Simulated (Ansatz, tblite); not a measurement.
X2Al-Y-SiH3: gap (eV) at several levels, gas phase, relaxed structures; Ansatz, xTB through tblite. A dash marks a value that wasn't run or was left out as unsound. The structures are stationary points that may keep the symmetry of their start.

```tsv
species	state	geometry	GFN2-xTB	PBE-D4/def2-SVP	PBE-D4/def2-TZVP	r2SCAN-D4/def2-TZVP	B3LYP-D4/def2-TZVP	PBE0-D4/def2-SVP
(F)2Al-O-SiH3 (AlSiOF2H3)	singlet	PBE0-D4/def2-SVP	3.42	5.61	5.51	6.36	7.32	8.02
(Cl)2Al-O-SiH3 (AlSiCl2OH3)	singlet	r2SCAN-D4/def2-SVP	3.86	5.58	5.48	6.29	–	7.93
(F)2Al-S-SiH3 (AlSiH3SF2)	singlet	r2SCAN-D4/def2-SVP	3.39	4.90	4.87	5.61	6.38	6.99
(F)2Al-NH-SiH3 (AlSiNF2H4)	singlet	PBE-D4/def2-SVP	3.35	4.85	4.81	5.57	6.48	7.12
(OH)2Al-O-SiH3 (AlSiO3H5)	singlet	PBE0-D4/def2-SVP	4.12	5.74	5.69	6.54	7.50	8.19
```

Over the 4 species that have every level, the mean is 3.57 at GFN2-xTB, 5.28 at PBE-D4/def2-SVP, 5.22 at PBE-D4/def2-TZVP, 6.02 at r2SCAN-D4/def2-TZVP, 6.92 at B3LYP-D4/def2-TZVP, 7.58 at PBE0-D4/def2-SVP. Orbital gaps grow with the share of exact exchange and aren't one observable across functionals.
